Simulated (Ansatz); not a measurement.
Gas-phase electronic energies from Ansatz, PBE0-D4/def2-TZVP geometries. CCSD(T)/CBS adds triple-zeta CCSD(T) − MP2 to the extrapolated MP2 energy (def2 sets, frozen cores). This one scheme is used for every species. DFT in def2-TZVPP. Each species was taken in one conformer, which may not be the lowest.

Consider the formal exchange of groups at the Al–F bond: `[F][AlH][SH]` + `[SiH3]C1C=C1` → `[SiH3][AlH][SH]` + `FC1C=C1`.

| level | ΔE (eV) | difference from CCSD(T)/CBS |
| --- | --- | --- |
| r2SCANh-D4 | 2.11 | -0.17 |
| r2SCAN0-D4 | 2.12 | -0.16 |
| BHLYP-D4 | 2.20 | -0.08 |
| CAM-B3LYP-D4 | 2.17 | -0.11 |
| B2PLYP | 2.23 | -0.05 |
| PBE | 1.90 | -0.38 |
| r2SCANh | 2.10 | -0.18 |
| CAM-B3LYP | 2.16 | -0.12 |
| RPA@PBE/def2-TZVPP | 2.16 | -0.12 |
| MP2/def2-SVP | 2.30 | 0.02 |
| CCSD/def2-SVP | 2.14 | -0.14 |
| CCSD(T)/def2-SVP | 2.13 | -0.15 |
| HF/def2-TZVPP | 2.18 | -0.10 |
| MP2/def2-TZVPP | 2.42 | 0.14 |
| MP2/def2-QZVPP | 2.46 | 0.18 |
| CCSD/CBS(def2) | 2.28 | 0.00 |
| CCSD(T)/CBS | 2.28 | 0 |

Largest T1 diagnostic among the species: 0.013.

At CCSD(T), def2-SVP lies −0.15 eV from the extrapolated value and def2-TZVPP −0.05 eV. From PBE to PBE0 (25 % exact exchange), in def2-TZVPP and without D4, ΔE moves by +0.07 eV.
